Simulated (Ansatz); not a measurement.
`[CH3][Ti]([F])([F])[Cl]`, relaxed with RKS PBE-D4/def2-SVP in Ansatz 0.2.0 from a rough embedded geometry. The force threshold is 0.03 eV/Å; the program also tests the step.

Charge 0, multiplicity 1.

Start:

```xyz
8

C     0.227    1.161    0.023
Ti   -0.168   -0.914    0.102
F     1.169   -1.709    1.180
F    -1.864   -1.303    0.884
Cl   -0.127   -1.841   -2.036
H     0.159    1.629    0.984
H     1.196    1.352   -0.479
H    -0.592    1.625   -0.658
```

| step | energy (eV) | largest force (eV/Å) | largest move (Å) |
| --- | --- | --- | --- |
| 1 | -42133.4326 | 3.365 | 0.000 |
| 2 | -42134.2550 | 1.356 | 0.194 |
| 3 | -42134.3279 | 0.203 | 0.051 |
| 4 | -42134.3339 | 0.033 | 0.038 |
| 5 | -42134.3342 | 0.043 | 0.009 |
| 6 | -42134.3342 | 0.032 | 0.012 |
| 7 | -42134.3343 | 0.002 | 0.006 |

End:

```xyz
8

C     0.173    1.071   -0.016
Ti   -0.162   -0.942    0.110
F     1.110   -1.581    1.119
F    -1.732   -1.125    0.846
Cl   -0.086   -1.702   -1.949
H     0.144    1.501    1.008
H     1.170    1.246   -0.473
H    -0.618    1.532   -0.644
```

It took 12 s on 4 threads of an Arm Neoverse V1 on a shared host, with 0.17 GiB of host memory at the peak.
